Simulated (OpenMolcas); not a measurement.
Cu7+.

```json
{
  "Program": "OpenMolcas 26.06",
  "Method": "CASSCF",
  "Basis": "ANO-R2 [6s4p4d2f1g]",
  "Scalar Hamiltonian": "X2C, finite nucleus",
  "Active space": "4 electrons in 10 orbitals (3d 4d)",
  "State averaging": "2S+1 = 5 even, 5 roots; 2S+1 = 3 even, 45 roots; 2S+1 = 1 even, 44 roots",
  "Spin-orbit coupling": "RASSI with atomic mean-field integrals over the reference wave functions, term energies averaged over their components"
}
```

Levels without dynamic correlation, in cm-1 above 3d4 5D0:

```tsv
Level	E
3d4 3P0(1)	37924
3d4 3H4	36522
3d4 3F2(1)	42316
3d4 3G3	46474
```

On this reference, MS-CASPT2, IPEA 0.25 Eh, imaginary shift 0.1 Eh (closed shells correlated: 3s 3p) puts 3d4 3P0(1) at 33940 cm-1.

Q: Estimate the other levels at that method by one scale factor, and say how well it serves.

A: The factor is 33940 / 37924 = 0.895. Scaled values beside those that MS-CASPT2 gives:
```tsv
Level	Scaled	MS-CASPT2	Miss (%)
3d4 3H4	32687	35950	-9.1
3d4 3F2(1)	37873	39080	-3.1
3d4 3G3	41594	43530	-4.4
```
For these levels the scaled values miss MS-CASPT2 by up to 9.1 %, as correlation changes each term by its own factor, spin-orbit parts do not scale and CASPT2 has its own spread within terms. This holds within one configuration; levels of others move differently, and the target method has errors of its own against measurement.

CASPT2 breaks the degeneracy within a term, and the mean is taken; among the terms shown or strongly mixed into the levels shown the widest spread is 220 cm-1 (3d4 3G, MS-CASPT2). Active for correlation alone: 4d; no level in the range computed is led by a configuration that fills it, so any true level of that kind is missing. Without dynamic correlation excited terms often stand tens of per cent too high (terms of higher spin than the ground term too low), and those without a measured partner can miss by more than the paired ones (holds for CASSCF). Only configurations of the active space appear.

A number in round brackets counts repeated terms of one configuration in the order of the reference energies.
